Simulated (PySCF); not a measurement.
```xyz
4
charge 0 multiplicity 3, angstrom
Cu    0.1508    0.0000   -0.2305
F    -0.6006    0.0000    1.5314
F     1.8271    0.0000   -0.6530
F    -1.7122    0.0000   -0.0825
```

Method: UPBE0/[Cu def2-SVP, F def2-SVP], no relativity, density fitting, PySCF.

This geometry of CuF3 is a stationary point at this level.

Q: What is the point group?

A: Cs.

Q: Is it a minimum?

A: Yes: all harmonic wavenumbers are real.

Q: List the harmonic modes with their infrared intensities.

A: 
```csv
symmetry,ω (cm⁻¹),IR (km/mol)
a',133,21.6
a'',165,29.6
a',336,2.8
a',359,7.1
a',546,8.0
a',700,70.3
```

Q: What are the dipole moment and the gap between the highest occupied and lowest empty levels of either spin?

A: 1.32 D and 3.86 eV.

Q: What is the atomisation energy, with and without zero-point energy?

A: 828 kJ/mol without, 815 kJ/mol with.

Only a few start shapes were tried, so a lower isomer may exist. With open d or f shells other occupations or spin states may lie lower. At this level a triplet minimum of D3h symmetry lies 20 kJ/mol below this structure.
